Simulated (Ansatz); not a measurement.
Computed with Ansatz.

A structure relaxed at PBE0-D4/def2-TZVP, charge 0, multiplicity 1:

Cartesian coordinates in Å:
```
F 1.124 0.702 1.368
Sn -0.026 0.027 0.037
F -1.297 -1.047 0.922
F -0.965 1.504 -0.660
Br 1.164 -1.186 -1.667
```

(1) Give its formula and SMILES.

(2) Point group (tolerance 0.08 Å, 0.16 Å for H)?

(3) Summarise the bond lengths by kind.

Results:

(1) BrF3Sn, `[F][Sn]([F])([F])[Br]`.

(2) C3v.

(3) 3 × F–Sn 1.884 Å; 1 × Br–Sn 2.407 Å.
